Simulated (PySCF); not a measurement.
Mg(I)(SeH) (HIMgSe), SMILES [Mg]([SeH])[I].

Geometry optimised at PBE0-D3(BJ)/def2-SVP. The def2 effective core potentials stand for the cores of I; spin–orbit coupling is left out. The values are those of a single conformer.

All values below come from IEF-PCM-M06-2X/def2-SVP (PySCF).

The values are the electrostatic part of the solvation free energy, E(continuum) − E(gas) at the gas-phase geometry, in a cavity of scaled van der Waals radii (PySCF's table); cavitation and dispersion terms are not included. A continuum can't describe solvent molecules that bind to the metal. In vacuum the orbital gap is 6.83 eV. The dipole moment in vacuum is 0.80 D.

Question: Estimate the values in water (ε = 78.36), cyclohexanone (ε = 15.62), benzene (ε = 2.27). (Estimate from the structure and the level; the computed values follow.)

Answer: 
```json
[
 {"solvent": "water", "ε": "78.36", "ΔG(elec) (kcal/mol)": "-13.8", "dipole (D)": "1.15", "gap (eV)": "7.33"},
 {"solvent": "cyclohexanone", "ε": "15.62", "ΔG(elec) (kcal/mol)": "-12.5", "dipole (D)": "1.11", "gap (eV)": "7.28"},
 {"solvent": "benzene", "ε": "2.27", "ΔG(elec) (kcal/mol)": "-5.7", "dipole (D)": "0.94", "gap (eV)": "7.03"}
]
```
